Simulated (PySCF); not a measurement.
Two-dimensional NMR puzzle

Compound of formula C8H9PS. Correlations simulated from computed shifts and the bond graph:

HSQC (one-bond C–H):
```csv
δH,δC
7.28,130.5
7.26,129.3
3.02,41.7
2.91,41.7
```

COSY cross peaks (H two or three bonds apart, from the bond graph; peaks can be absent where the dihedral angle is near 90°):
```csv
δH,δH
7.28,7.26
6.87,3.02
6.87,2.91
3.02,2.91
```

HMBC (two and three bonds, from the bond graph):
```csv
δH,δC
7.28,"138.0, 130.5, 129.3"
7.26,"138.0, 130.5, 41.7"
6.87,"138.0, 41.7"
3.02,"138.0, 129.3, 41.7"
2.91,"138.0, 129.3, 41.7"
```

Carbons without hydrogens: δ 138.0.

- σ from GIAO-B97-2/pcSseg-1
- coordinates at the PBE0-D3(BJ)/def2-SVP level
- code: PySCF 2.14
- single conformer, rapidly exchanging positions averaged, relativity neglected, no solvent

References, each an isolated molecule treated in the same way: 1H (σ = 31.38 ppm) and 13C (σ = 183.69 ppm) vs TMS.

Exchangeable hydrogens are left out of these lists.

Assemble the structure.

Answers

SMILES S=[PH]1Cc2ccccc2C1.

Atoms are numbered as in `[S:1]=[PH:2]1[CH2:3][c:4]2[cH:5][cH:6][cH:7][cH:8][c:9]2[CH2:10]1`; H(Xn) means a hydrogen on atom n. Ha(C3), Ha(C10) are cis to S1 on the ring; Hb(C3), Hb(C10) are trans to S1 on the ring.

δC 138.0 is C4/C9, a substituted aromatic carbon. δC 130.5 is C6/C7, an aromatic CH (δH 7.28). δC 129.3 is C5/C8, an aromatic CH (δH 7.26). δC 41.7 is C3/C10, an sp3 CH2 bonded to P, on an aromatic ring (δH 3.02, 2.91). HMBC from δH 7.28 reaches the proton-free carbon C4/C9. HMBC from δH 7.26 reaches the proton-free carbon C4/C9. HMBC from δH 6.87 reaches the proton-free carbon C4/C9. HMBC from δH 3.02 reaches the proton-free carbon C4/C9. COSY links 7.28–7.26, 6.87–3.02, 6.87–2.91, 3.02–2.91.

This is the structure that produced the data.

Shifts are as computed. Against solution values, carbons near 30 ppm lie about +1 ppm off and those near 130 ppm about +2 ppm. Of 1211 compounds with measured shifts, 218 miss one by over three times the rms of a fit or turn the order of signals round; such compounds aren't used in these exercises.
